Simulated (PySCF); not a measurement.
A structure optimised at PBE-D3(BJ)/def2-TZVP, used in a PySCF frequency run:

```
Zr
F 1 1.8852
H 1 1.8563 2 107.75
H 1 1.8563 3 111.13 2 -117.84
H 1 1.8563 3 111.13 2 117.84
```
Charge 0, spin multiplicity 1.

### Question
Write its SMILES, formula and point group.

### Answer
[F][ZrH3], FH3Zr, C3v

### Question
What are its rotational constants (standard atomic weights)?

### Answer
53.468, 8.0287, 8.0287 GHz
